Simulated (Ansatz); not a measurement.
Mulliken charges of FGeH3O2, SMILES `[OH][GeH]([OH])[F]` from r2SCAN/def2-TZVPP in Ansatz (PBE0-D4/def2-TZVP geometry).

```json
{"atom": "O1", "x (Å)": "-0.353", "y (Å)": "1.140", "z (Å)": "-0.859", "charge (e)": "-0.440"}
{"atom": "Ge2", "x (Å)": "-0.108", "y (Å)": "-0.027", "z (Å)": "0.432", "charge (e)": "0.836"}
{"atom": "O3", "x (Å)": "1.518", "y (Å)": "-0.656", "z (Å)": "0.308", "charge (e)": "-0.426"}
{"atom": "F4", "x (Å)": "-1.260", "y (Å)": "-1.284", "z (Å)": "0.113", "charge (e)": "-0.377"}
{"atom": "H5", "x (Å)": "-1.209", "y (Å)": "1.042", "z (Å)": "-1.284", "charge (e)": "0.208"}
{"atom": "H6", "x (Å)": "-0.331", "y (Å)": "0.486", "z (Å)": "1.847", "charge (e)": "-0.005"}
{"atom": "H7", "x (Å)": "1.804", "y (Å)": "-0.769", "z (Å)": "-0.603", "charge (e)": "0.204"}
```

Problem. By hand: the dipole of these point charges (1 e Å = 4.8032 D).

Solution. Σ q r = (0.012, 0.297, 0.166) e Å, of length 0.340 e Å = 1.63 D.

Problem. How does the dipole of the full density compare? (Estimate.)

Solution. Computed: (-0.079, 0.179, -0.121) e Å, 1.10 D; the point charges give 1.48 times that, at 66° from its direction.

Point charges leave out the atoms' own dipoles, such as those of lone pairs, and Mulliken's split depends on the basis, so the two needn't agree.
